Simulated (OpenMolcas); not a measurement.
Rh2+ among 4 point charges of -2.5 e arranged as a tetrahedron (Td), 2.51 Å from the ion.
```
   1.4491    1.4491    1.4491  -2.50
   1.4491   -1.4491   -1.4491  -2.50
  -1.4491    1.4491   -1.4491  -2.50
  -1.4491   -1.4491    1.4491  -2.50
```

```
Program             : OpenMolcas
Method              : CASSCF
Basis               : ANO-RCC-VDZP [6s5p3d1f]
Scalar Hamiltonian  : DKH2, point nucleus
Active space        : 7 electrons in 5 orbitals (4d)
State averaging     : 2S+1 = 4 even, 10 roots; 2S+1 = 2 even, 40 roots
Spin-orbit coupling : state interaction with AMFI integrals over the reference wave functions
```

(1) What is the spin-free ground state (labels of Td)?

(2) Where is the first state of the same spin?

(3) What are the lowest two levels with spin-orbit coupling?

(4) What is χT at 300 K, and how does it compare with the textbook value?

Results:

(1) 4A2, 1-fold in its orbital part, 100 % from free-ion F terms; it has the highest spin that d7 allows.

(2) 4T2 at 1740 cm-1 above the ground state.

(3) A 4-fold level Γ8, then a 4-fold level Γ8 1328 cm-1 above it. Their leading multiplicities are 4 (99 %) and 4 (98 %).

(4) The lowest level has 2S+1 = 4, for which the spin-only value is χT = S(S+1) / 2 = 1.875 cm3 K/mol (g = 2). The computed 4.320 at 300 K differs by +2.445, through orbital momentum, spin-orbit coupling and any other state in reach.

Spin-orbit coupling mixes the spin-free states strongly: the lowest level takes only 68 % from its leading state, 4A2. Without dynamic correlation the repulsion within the d shell is too large (B by tens of per cent), so at a given field states of lower spin stand too high. The ground term spreads over less than 5000 cm-1, several times less than with real ligands, so orbital moments are less quenched and χT lies further from the spin-only value than at real sites. Point charges carry no covalency, so the field is a model and not that of real ligands. No measured value stands beside these numbers.
